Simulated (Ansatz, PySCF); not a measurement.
Gas-phase reaction in SMILES: OO (H2O2) [hydrogen peroxide] -> [O]O + H atom (the H-O bond at the site shown breaks; other sites are not compared here)
Each molecule is optimised on its own at B3LYP-D3(BJ)/def2-TZVP (Ansatz, a quantum-chemistry and plane-wave program), one conformer each, not searched for the lowest.

Property: bond dissociation energy (enthalpy at 298 K, with B3LYP-D3(BJ) rigid-rotor harmonic-oscillator terms from PySCF), in kcal/mol. Correlated levels leave the core frozen unless marked. Open shells are spin-unrestricted. No spin-orbit coupling. No relativistic terms. CBS marks a two-point X^-3 extrapolation of the correlation energy; Hartree-Fock from the larger set. [CCSD(T)-MP2]/basis is that difference in the basis named.

From measured enthalpies of formation at 298 K: 87.4 kcal/mol (OO (H2O2) -32.4, ATcT 1.112; [O]O 2.9, ATcT 1.112; H atom 52.1, ATcT 1.112). It holds spin-orbit effects, and any other conformers, which the calculations lack, and core correlation, which the frozen-core levels lack.

| level | program | bond dissociation energy (kcal/mol) | error against measurement |
|---|---|---|---|
| HF/STO-3G | Ansatz | 54.6 | -32.8 |
| HF/cc-pVDZ | Ansatz | 54.6 | -32.8 |
| PBE/def2-TZVPD | Ansatz | 79.9 | -7.5 |
| r2SCAN0/def2-TZVPD | Ansatz | 79.9 | -7.5 |
| LC-wPBE-D4/def2-TZVPD | Ansatz + dftd4 | 79.9 | -7.5 |
| B2GP-PLYP/def2-TZVPD | Ansatz | 83.3 | -4.1 |
| B2PLYP/def2-TZVPD | Ansatz | 82.7 | -4.7 |
| MP2/def2-TZVPPD | Ansatz | 90.8 | 3.4 |
| MP2/CBS(cc-pVTZ,cc-pVQZ) | Ansatz | 93.1 | 5.7 |
| MP2/CBS(def2-TZVPPD,def2-QZVPPD) | Ansatz | 93.1 | 5.7 |
| RI-MP2/def2-TZVPP | Ansatz | 90.3 | 2.9 |
| RI-MP2/CBS(aug-cc-pVTZ,aug-cc-pVQZ) | Ansatz | 93.1 | 5.7 |
| SCS-MP2/cc-pVDZ | Ansatz | 83.2 | -4.2 |
| SCS-MP2/aug-cc-pVTZ | Ansatz | 92.1 | 4.7 |
| CCSD/def2-SVPD | Ansatz | 83.5 | -3.9 |
| CCSD/def2-QZVPP | Ansatz | 85.9 | -1.5 |
| CCSD(T)/STO-3G | Ansatz | 70.0 | -17.4 |
| CCSD(T)/aug-cc-pVDZ | Ansatz | 83.3 | -4.1 |
| RI-MP2/CBS(cc-pVTZ,cc-pVQZ)+[CCSD(T)-MP2]/cc-pVDZ | Ansatz | 89.8 | 2.4 |
| RI-MP2/CBS(def2-TZVPP,def2-QZVPP)+[CCSD(T)-MP2]/def2-TZVPP | Ansatz | 88.6 | 1.2 |
| CCSD(T)/CBS(def2-TZVPPD,def2-QZVPPD) | Ansatz | 87.7 | 0.3 |
